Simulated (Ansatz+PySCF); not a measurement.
## singlet CuH: levels of theory in one basis

```xyz
2

Cu    0.0000    0.0000   -0.0531
H     0.0000    0.0000    1.5411
```

Basis set: def2-SVP (spherical functions). Left uncorrelated: 5 orbitals. Charge 0, multiplicity 1.

Computed with Ansatz (development build ahead of 0.2.0); each method stands on the lowest determinant of its kind that the runs found. NEVPT2 correlates all electrons. Active spaces start from the frontier orbitals, and the lowest solution found is given.

```json
{"method": "RHF", "E − E(RHF) (eV)": "0.00", "<S²> of the determinant": "0.00"}
{"method": "RHF-MP2", "E − E(RHF) (eV)": "-10.63", "<S²> of the determinant": "–"}
{"method": "RHF-CCSD", "E − E(RHF) (eV)": "-9.74", "<S²> of the determinant": "–"}
{"method": "RHF-CCSD(T)", "E − E(RHF) (eV)": "-10.15", "<S²> of the determinant": "–"}
{"method": "CASSCF(2,2)", "E − E(RHF) (eV)": "-0.50", "<S²> of the determinant": "–"}
```

What does SC-NEVPT2(2,2) give on the same scale?

-10.80 eV. NEVPT2 here correlates all electrons, so it doesn't share the others' frozen core.

Is a single determinant a sound starting point here?

By this sign, yes. Unrestricted orbitals gain 0.00 eV and <S²> is 0.00 against 0.00 for a pure state. The CASSCF(2,2) natural occupations are 1.95, 0.05.
